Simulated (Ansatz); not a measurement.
```yaml
crystal:
  periodic: [false, false, false]
  atoms:
    - {symbol: C, position_ang: [-0.201560, -1.693716, 0.440315]}
    - {symbol: C, position_ang: [-0.167850, -0.575442, -0.576997]}
    - {symbol: O, position_ang: [-0.145990, -0.219971, -1.540020]}
    - {symbol: O, position_ang: [-0.041994, 0.648947, 0.523096]}
    - {symbol: As, position_ang: [-0.144881, 2.343023, -0.206733]}
    - {symbol: H, position_ang: [-1.175620, -1.523036, 1.209123]}
    - {symbol: H, position_ang: [0.455742, -1.833724, 1.043543]}
    - {symbol: H, position_ang: [-0.655128, -2.557212, -0.365382]}
    - {symbol: H, position_ang: [0.743055, 2.829329, 0.851606]}
    - {symbol: H, position_ang: [1.316723, 2.056724, -1.116330]}
basis:
  gaussian: {orbitals: STO-3G}
hamiltonian: {xc: {name: PBEsol}}
accuracy: high
relax: {f_tol: 0.001, max_steps: 3}
output: {forces: true}
```

```sh
$ ansatz run in.yaml --threads 4 --pin off --events-out ev --progress --plain --max-ram 10444MiB
```

It prints (some lines left out):

```
Functional definition: PBEsol
789 factors; integrals over basis functions are off by at most 2.6e-9 eV
mean field evaluation 1: about -66226.5916 eV, gradient 2.8e1 eV
mean field evaluation 2: about -66157.7908 eV, gradient 1.4e2 eV
mean field evaluation 4: about -66229.3071 eV, gradient 2.5e0 eV
mean field evaluation 8: about -66229.2130 eV, gradient 4.3e-1 eV
mean field evaluation 16: about -66229.2139 eV, gradient 3.0e-4 eV
mean field -66229.21389508 eV, -2433.8787188706 hartree, gradient 2.6e-8 eV, S^2 0.000000; 0 other end points of the search recorded, 0 dependent functions left out
reference -66229.21389757 eV, -2433.8787189623 hartree; 33, 33 occupied and 10, 10 virtual orbitals, 789 factors
relax step   1: F+E_penalty+E_count = -66229.21389508 eV  Δ(F+E_penalty+E_count) = +0.000e0 eV  max|allowed force component| = 4.091e1 eV/Å  Δτ_max = 0.0000 Å  (32 SCF iters, accepted)
798 factors; integrals over basis functions are off by at most 2.7e-9 eV
mean field evaluation 32: about -66236.1649 eV, gradient 1.3e-8 eV
mean field -66236.16488802 eV, -2434.1341631497 hartree, gradient 1.5e-8 eV, S^2 0.000000; 0 other end points of the search recorded, 0 dependent functions left out
reference -66236.16489048 eV, -2434.1341632402 hartree; 33, 33 occupied and 10, 10 virtual orbitals, 798 factors
relax step   2: F+E_penalty+E_count = -66236.16488802 eV  Δ(F+E_penalty+E_count) = -6.951e0 eV  max|allowed force component| = 5.052e0 eV/Å  Δτ_max = 0.1941 Å  (44 SCF iters, accepted)
799 factors; integrals over basis functions are off by at most 2.6e-9 eV
mean field -66236.68049465 eV, -2434.1531113439 hartree, gradient 1.9e-8 eV, S^2 0.000000; 0 other end points of the search recorded, 0 dependent functions left out
reference -66236.68049713 eV, -2434.1531114350 hartree; 33, 33 occupied and 10, 10 virtual orbitals, 799 factors
relax step   3: F+E_penalty+E_count = -66236.68049465 eV  Δ(F+E_penalty+E_count) = -5.156e-1 eV  max|allowed force component| = 2.603e0 eV/Å  Δτ_max = 0.1203 Å  (37 SCF iters, accepted)
Error: geometry relaxation did not converge after 3 steps: max|allowed force component| = 2.60e0 eV/Å (threshold 1.0e-3). Raise `relax.max_steps` over both its present limit and 3, loosen `relax.f_tol`, or start from a geometry closer to equilibrium. Where this run's directory can be resumed (`checkpoint.write`), a resume goes on for up to `relax.max_steps` more
```

Q: What is wrong with this run?

A: The relaxation is allowed too few steps for its threshold. The run did not converge.
